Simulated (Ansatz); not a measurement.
Born–Oppenheimer molecular dynamics of BrLi (2 atoms, charge 0, multiplicity 1). It starts from a relaxed structure.

These are results of RKS B3LYP/def2-SVP in Ansatz 0.2.0, not measurements.

| Item | Value |
| --- | --- |
| ensemble | NVT, Langevin thermostat |
| time step | 2 fs |
| steps asked | 500 |
| set temperature | 300 K |
| friction | 0.01 /fs |
| seed | 904470 |

First frame:

```xyz
2
Properties=species:S:1:pos:R:3
Li -0.905 0.276 -0.473
Br 0.935 -0.336 0.477
```

**Question.** What does the run give?

**Answer.** All steps were run.

| Item | Value |
| --- | --- |
| steps done | 500 |
| time covered | 1000 fs |
| mean temperature over the second half | 273 K |
| spread of the potential energy over the second half | 5.2 meV per atom |
| mean potential energy of the second half above the start | 4.3 meV per atom |

A run of 1 ps of so small a system gives no equilibrium averages.

**Question.** What happens to the structure?

**Answer.** The same pairs are bonded in the first frame and the last. Pairs count as bonded within 1.25 times the sum of covalent radii (0.12 Å more for H–H). Another seed would give other details.

**Question.** How do temperature and energy run in time?

**Answer.** 
```
time (fs)  T (K)  potential energy less start (eV)
      0.0    150                             0.000
     32.0    304                             0.003
     64.0    286                             0.002
     96.0    430                             0.024
    128.0    352                             0.011
    160.0    351                             0.024
    192.0    605                             0.011
    224.0    184                             0.007
    256.0    703                             0.016
    288.0    249                             0.000
    320.0    286                             0.000
    352.0    582                             0.013
    384.0    284                             0.007
    416.0    192                             0.000
    448.0    183                             0.000
    480.0    239                             0.002
    512.0    185                             0.016
    544.0    148                             0.031
    576.0    222                             0.032
    608.0    164                             0.039
    640.0    571                             0.016
    672.0    536                             0.011
    704.0    315                             0.000
    736.0    228                             0.005
    768.0    202                             0.006
    800.0    421                             0.009
    832.0    280                             0.002
    864.0     66                             0.001
    896.0     50                             0.000
    928.0     63                             0.000
    960.0    182                             0.006
    992.0    195                             0.000
```

Run time: 4.3 min on 1 CPU thread of a shared host.
